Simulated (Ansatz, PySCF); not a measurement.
Spin states of HLaO (SMILES [OH][La]), each relaxed with B3LYP-D3(BJ)/def2-TZVP.
State 1 (charge 0, multiplicity 1):
```
atom    x (Å)    y (Å)    z (Å)
----  -------  -------  -------
La    -1.1156  -0.8890  -0.9772
O      0.2330   0.2161   0.1873
H      0.8495   0.7203   0.7196
```
State 2 (charge 0, multiplicity 3):
```xyz
3

La    -1.13298    -0.89775    -0.99150
O      0.24136     0.22146     0.19437
H      0.85846     0.72366     0.72680
```

Singlets are restricted, other states unrestricted; no spin–orbit coupling, no relativity up to Kr; see below for the cores. The largest T1 diagnostic is 0.026.

Correlated levels freeze the inner cores; with def2 sets outer-core shells near the valence are correlated too. CBS(a, b) extrapolates the correlation energy as X⁻³ and adds the Hartree–Fock energy of set b.

Programs: Ansatz (an electronic-structure program) with Gaussian orbitals; PySCF for the dispersion terms. Each number belongs to the level named beside it. In def2 rows elements past Kr take small-core potentials, without spin–orbit coupling.

```
level                              energy of the multiplicity-3 state less that of the multiplicity-1 state (kcal/mol)
---------------------------------  -----------------------------------------------------------------------------------
SVWN5/def2-TZVPP                                                                                                  6.28
PBE-D4/def2-TZVPP                                                                                                 1.24
r2SCAN/def2-TZVPP                                                                                                -7.27
r2SCAN-D3(BJ)/def2-TZVPP                                                                                         -7.27
B3LYP-D3(BJ)/def2-TZVPP                                                                                           3.97
BHLYP/def2-TZVPP                                                                                                  3.18
BHLYP-D3(BJ)/def2-TZVPP                                                                                           3.18
wB97X-V/def2-TZVPP                                                                                                   …
CCSD(T)/CBS(def2-SVP, def2-TZVPP)                                                                                    …
```

What belongs in the gaps?


- wB97X-V/def2-TZVPP, energy of the multiplicity-3 state less that of the multiplicity-1 state (kcal/mol): 5.61
- CCSD(T)/CBS(def2-SVP, def2-TZVPP), energy of the multiplicity-3 state less that of the multiplicity-1 state (kcal/mol): 8.50

Doubts at one or more of the structures used: a restricted determinant that unrestricted orbitals would lower (CCSD(T)/CBS(def2-SVP, def2-TZVPP)).
